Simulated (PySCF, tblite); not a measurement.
Isomers of C5H10N2, one GFN2-xTB conformer each. Single-point energies are computed at PBE0/pcSseg-1 (PySCF, gas phase, no added dispersion term), electronic only.

```tsv
SMILES	GFN2-xTB relative energy (kJ/mol)
C=C/C(C)=N\NC	121.8
CC1=NNC[C@H]1C	0.0
C=CCN/N=C\C	144.6
```

Conformers: `[CH2:1]=[CH:2]/[C:3]([CH3:4])=[N:5]\[NH:6][CH3:7]` with C1–C2–C3–C4 -3°, C3–N5–N6–C7 163°; `[CH3:1][C:2]1=[N:3][NH:4][CH2:5][C@H:6]1[CH3:7]` with C2–N3–N4–C5 -12°, N3–N4–C5–C6 14°, N4–C5–C6–C7 -132°, C1–C2–C6–C5 -177°; `[CH2:1]=[CH:2][CH2:3][NH:4]/[N:5]=[CH:6]\[CH3:7]` with C1–C2–C3–N4 -113°, C2–C3–N4–N5 88°, C3–N4–N5–C6 -158°.

Problem. What does PBE0/pcSseg-1 give for the same structures?

Solution. 
| SMILES | PBE0/pcSseg-1 E (Eh) | PBE0/pcSseg-1 (kJ/mol) | GFN2-xTB (kJ/mol) | point group |
| --- | --- | --- | --- | --- |
| CC1=NNC[C@H]1C | -305.62121 | 0.0 | 0.0 | C1 |
| C=C/C(C)=N\NC | -305.58575 | 93.1 | 121.8 | C1 |
| C=CCN/N=C\C | -305.57634 | 117.8 | 144.6 | C1 |

Both levels put the same isomer lowest; measured from each level's own lowest isomer, the values differ by up to 28.7 kJ/mol (C=C/C(C)=N\NC: 121.8 against 93.1). As drawn, the highest has a C=C bond outside aromatic rings, which the lowest lacks.

Problem. Which frontier levels, dipoles and rotational constants go with these structures?

Solution. 
| SMILES | HOMO (eV, PBE0/pcSseg-1) | LUMO (eV) | dipole (D) | A, B, C (MHz) |
| --- | --- | --- | --- | --- |
| CC1=NNC[C@H]1C | -5.76 | 0.67 | 2.37 | 3446, 3033, 1761 |
| C=C/C(C)=N\NC | -5.77 | -0.80 | 1.74 | 5571, 1477, 1190 |
| C=CCN/N=C\C | -6.11 | 0.19 | 1.94 | 5637, 1291, 1237 |

Problem. What happens when harmonic zero-point energies from GFN2-xTB frequencies are added?

Solution. 
```json
{"SMILES": "CC1=NNC[C@H]1C", "ZPE (kJ/mol)": "384.4", "electronic (kJ/mol)": "0.0", "with ZPE (kJ/mol)": "0.0"}
{"SMILES": "C=C/C(C)=N\\NC", "ZPE (kJ/mol)": "374.2", "electronic (kJ/mol)": "93.1", "with ZPE (kJ/mol)": "82.9"}
{"SMILES": "C=CCN/N=C\\C", "ZPE (kJ/mol)": "375.0", "electronic (kJ/mol)": "117.8", "with ZPE (kJ/mol)": "108.4"}
```

The zero-point energies span 10.2 kJ/mol. The order is unchanged.
